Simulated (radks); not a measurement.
Question: Dy, configuration [Xe] 4f10 6s1.5 5d0.5 (fractional occupations, a model configuration). All-electron calculation, Dirac Kohn-Sham, LDA (Slater exchange, Perdew-Wang correlation), spin-unpolarised, spherical densities, finite nucleus; open shells fill j = l - 1/2 first; Fermi nuclear charge, rms radius 5.2218 fm. Program: a radial shooting solver on a logarithmic mesh with Libxc functionals. Some entries of the table are withheld. Estimate them.

| orbital | occ. | eigenvalue (hartree) | <r> (bohr) |
|---|---|---|---|
| 1s1/2 | 2 | -1967.579 | 0.02113 |
| 2s1/2 | 2 | -327.5046 | 0.08928 |
| 2p1/2 | 2 | (1) | 0.07440 |
| 2p3/2 | 4 | (2) | 0.08146 |
| 3s1/2 | 2 | -72.85611 | 0.2344 |
| 3p1/2 | 2 | -65.90640 | 0.2239 |
| 3p3/2 | 4 | -59.80924 | 0.2373 |
| 3d3/2 | 4 | (3) | 0.2097 |
| 3d5/2 | 6 | (4) | 0.2139 |
| 4s1/2 | 2 | -14.37007 | 0.5302 |
| 4p1/2 | 2 | -11.62825 | 0.5405 |
| 4p3/2 | 4 | -10.25879 | 0.5714 |
| 4d3/2 | 4 | -5.73230 | 0.6038 |
| 4d5/2 | 6 | -5.48434 | 0.6148 |
| 5s1/2 | 2 | -1.77767 | 1.303 |
| 5p1/2 | 2 | (5) | 1.476 |
| 5p3/2 | 4 | (6) | 1.588 |
| 6s1/2 | 1.5 | -0.13745 | 4.123 |
| 4f5/2 | 6 | -0.11710 | 0.8746 |
| 4f7/2 | 4 | -0.08489 | 0.8994 |
| 5d3/2 | 0.5 | -0.04400 | 3.517 |
| 5d5/2 | 0 | -0.03756 | 3.729 |

Answer: 
(1) 2p1/2 eigenvalue (hartree): -311.6297
(2) 2p3/2 eigenvalue (hartree): -282.2571
(3) 3d3/2 eigenvalue (hartree): -47.80535
(4) 3d5/2 eigenvalue (hartree): -46.47255
(5) 5p1/2 eigenvalue (hartree): -1.03898
(6) 5p3/2 eigenvalue (hartree): -0.86583
